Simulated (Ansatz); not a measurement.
Molecule: sum formula SiN₂H₄Br (charge 0, doublet). It need not be the lowest isomer of its formula. 
Structure (B3LYP-D3(BJ)/def2-TZVP (Ansatz, an electronic-structure program) minimum search):
```
Si
N 1 1.7083
H 2 1.0072 1 121.03
H 2 1.0107 3 112.31 1 153.40
N 1 1.7162 2 105.59 3 -168.58
H 5 1.0081 1 120.24 2 -159.91
H 5 1.0093 6 112.20 1 148.86
Br 1 2.2894 2 116.98 3 76.08
```
Charge 0, spin multiplicity 2.

Basis-set convergence of Hartree-Fock and CCSD(T) correlation energies (hartree) with Ansatz. Cores are frozen in the correlated levels unless marked. UHF or UKS for open shells. Spin-orbit coupling is left out. The frozen core is the preceding noble-gas configuration, with the filled d and f shells of earlier blocks. Non-relativistic.

```tsv
basis	functions	E(HF)	E(corr, CCSD(T))
def2-SVP	98	-2972.15995	-0.58831
def2-TZVPP	208	-2972.72419	-0.74992
def2-QZVPP	393	-2972.78864	-0.80514
```

Extrapolating the two largest sets (X = 3 and 4) as X^-3: E(corr) = (64·(-0.80514) - 27·(-0.74992))/37 = -0.8454 Eh, an estimate of the basis-set limit. The largest set recovers 95.2 % of it, the smallest 69.6 %.
